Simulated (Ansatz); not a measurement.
Ansatz (a program for electronic structure) input file for Cd(OH)(OMe) (CH4CdO2), SMILES [OH][Cd][O]C, PBE/def2-SVPD. Geometry: r2SCAN-D4/def2-SVP. The structure was generated by enumeration; whether it is a known compound was not checked. The def2 effective core potentials stand for the cores of Cd; spin–orbit coupling is left out. One conformer was computed; it need not be the lowest.

Ansatz 0.2 input:
```yaml
crystal:
  periodic: [false, false, false]
  atoms:
    - {symbol: Cd, position_ang: [0.21171697, 0.05106742, 0.25867168]}
    - {symbol: O, position_ang: [0.89649962, 0.53655245, 2.03150358]}
    - {symbol: H, position_ang: [1.06008917, 1.48937830, 2.07528945]}
    - {symbol: O, position_ang: [-0.35010566, -0.64796101, -1.48974604]}
    - {symbol: C, position_ang: [-1.60990898, -0.36201103, -2.03065684]}
    - {symbol: H, position_ang: [-1.77241082, 0.71627080, -2.24290449]}
    - {symbol: H, position_ang: [-1.70256705, -0.89131650, -2.99827590]}
    - {symbol: H, position_ang: [-2.45922370, -0.70223416, -1.40046933]}
basis:
  gaussian:
    orbitals: def2-SVPD
hamiltonian:
  xc: {name: PBE}
```

Log of the run:

```
WARN ansatz: RAYON_NUM_THREADS=1 ignored (pool sized by the plan → 1); use --threads N
Functional definition: PBE
integrals: 0.05 GiB planned
1107 factors; their error is unknown
mean field: 0.40 GiB planned
mean field evaluation 1: about -9733.1512 eV, gradient 9.3e1 eV
mean field evaluation 2: about -9558.8634 eV, gradient 2.5e2 eV
mean field evaluation 4: about -9749.1537 eV, gradient 3.1e1 eV
mean field evaluation 8: about -9750.9554 eV, gradient 1.2e-1 eV
mean field evaluation 16: about -9750.9143 eV, gradient 6.8e-5 eV
mean field -9750.91427074 eV, -358.3394900427 hartree, gradient 7.4e-5 eV, S^2 0.000000; 0 other end points of the search recorded, 0 dependent functions left out
reference -9750.91431593 eV, -358.3394917033 hartree; 23, 23 occupied and 109, 109 virtual orbitals, 1107 factors
Total energy: -9750.91431593 eV, -358.3394917033 hartree
```

The calculation finished and met its thresholds.

Cost: about 2.2 core-seconds (a rough figure).
